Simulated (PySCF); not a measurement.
F2H4SSi2, SMILES F[SiH](F)S[SiH3]. Coordinates come from a TPSSh-D3(BJ)/def2-SVP optimisation. This is a generated structure with no PubChem entry under its InChIKey; it may be hypothetical. Other conformers were not sampled.

Computed equilibrium geometry at TPSSh-D3(BJ)/def2-SVP (PySCF confirms it by a frequency run) as a Z-matrix (one conformer of several):
```
S
Si 1 2.1138
F 2 1.6166 1 111.94
F 2 1.6229 3 105.48 1 117.93
H 2 1.4697 3 108.51 4 118.14
Si 1 2.1781 2 98.73 5 -148.84
H 6 1.4824 1 110.74 2 74.57
H 6 1.4827 7 110.31 1 -114.83
H 6 1.4833 7 110.48 8 -122.55
```
